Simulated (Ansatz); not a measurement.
Start from `N[SiH]1OCO1` and change one atom or group to get `O[SiH]1OCO1`.

Ansatz, PBE0-D4/def2-TZVP geometries, multiplicity 1. Each molecule was computed in one conformer, which needn't be the lowest.

```csv
property,`N[SiH]1OCO1`
LUMO energy (ωB97M-V/def2-TZVPP) / eV,2.26
LUMO energy (PBE/def2-TZVPP) / eV,-0.01
LUMO energy (B3LYP/def2-TZVPP) / eV,0.51
HOMO–LUMO gap (PBE/def2-TZVPP) / eV,6.42
size of the dipole moment (ωB97M-V/def2-TZVPP) / D,1.74
HOMO energy (PBE/def2-TZVPP) / eV,-6.43
```

Q: Give the same properties after the change, and the shifts. (Best estimate.)

A: Ansatz gave: 
```tsv
property	`O[SiH]1OCO1`	shift
LUMO energy (ωB97M-V/def2-TZVPP) / eV	2.17	-0.09
LUMO energy (PBE/def2-TZVPP) / eV	-0.33	-0.32
LUMO energy (B3LYP/def2-TZVPP) / eV	0.32	-0.19
HOMO–LUMO gap (PBE/def2-TZVPP) / eV	6.45	0.03
size of the dipole moment (ωB97M-V/def2-TZVPP) / D	1.16	-0.58
HOMO energy (PBE/def2-TZVPP) / eV	-6.78	-0.35
```

With PBE0 the HOMO falls by 0.37 eV and the LUMO falls by 0.26 eV, so the gap widens by about 0.11 eV. PBE moves the HOMO by -0.35 eV and ωB97M-V by -0.37 eV. Dipoles are sizes alone; their direction can turn.

B3LYP here is the variant with VWN-RPA as its local correlation; programs differ in this.
